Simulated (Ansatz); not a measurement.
`O=C=[N][Ga]([F])[F]`, charge 0, multiplicity 1.

Task: Give a relaxed structure at PBE0-D4/def2-TZVP (Ansatz 0.2.0). (Best estimate.)

Result: Computed: 
Cartesian coordinates in Å:
```
O 1.224 -2.313 -1.048
C 0.513 -1.445 -0.755
N -0.287 -0.580 -0.499
Ga -0.426 0.938 0.453
F 0.880 1.573 1.393
F -1.905 1.827 0.455
```
Point group Cs.
